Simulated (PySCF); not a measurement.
Cd(Br)(NH2), SMILES [NH2][Cd][Br], CAM-B3LYP/def2-SVP optimised geometry.

```
5

Cd     0.02     0.06     0.00
Br     2.43     0.06     0.00
N     -1.97     0.22     0.00
H     -2.43    -0.22     0.80
H     -2.42    -0.14    -0.84
```

Density from CAM-B3LYP/def2-TZVP, def2 effective core potentials past Kr in PySCF at that geometry. The core electrons that the potentials of Cd replace are not part of the density.

Minimum of the electron density along straight lines between bonded atoms, close to the bond critical point (lines longer than 1.1 times the sum of covalent radii, or with two minima, are not listed):

```tsv
bond	length / Å	ρ at the minimum / e bohr⁻³	∇²ρ there / e bohr⁻⁵	position (fraction from the first atom)
Cd1–Br2	2.408	0.081	0.19	0.47
Cd1–N3	1.998	0.120	0.42	0.52
N3–H4	1.019	0.328	-1.52	0.73
N3–H5	1.019	0.328	-1.52	0.73
```
